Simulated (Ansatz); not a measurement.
Total energies of n-GeGeSiH8 (SiGe2H8) from Ansatz at PBE0-D4/def2-TZVP, gas phase (1 Eh = 27.2114 eV = 2625.5 kJ/mol). The reference geometry is relaxed at PBE-D4/def2-SVP.

```json
{"state": "charge 0 singlet", "geometry": "reference", "energy (Eh)": "-4447.66744"}
{"state": "charge 1 doublet", "geometry": "reference", "energy (Eh)": "-4447.31130"}
{"state": "free Ge atom (triplet)", "geometry": "–", "energy (Eh)": "-2076.65516"}
{"state": "free Si atom (triplet)", "geometry": "–", "energy (Eh)": "-289.24943"}
{"state": "free H atom (doublet)", "geometry": "–", "energy (Eh)": "-0.50104"}
```

(1) Work out the vertical ionisation energy to the doublet.

(2) What is the binding energy per atom against free atoms?

(1) E(charge 1 doublet) − E(charge 0 singlet) = -4447.31130 − (-4447.66744) = 0.35614 Eh = 9.69 eV. For comparison, −ε of the highest occupied level is 7.88 eV at this level, 1.81 eV less.

(2) Atoms: 2 × (-2076.65516) + 1 × (-289.24943) + 8 × (-0.50104) = -4446.56807 Eh. Binding: -4446.56807 − (-4447.66744) = 1.09937 Eh = 29.92 eV, or 2.72 eV for each of 11 atoms (no zero-point energy, no counterpoise term).
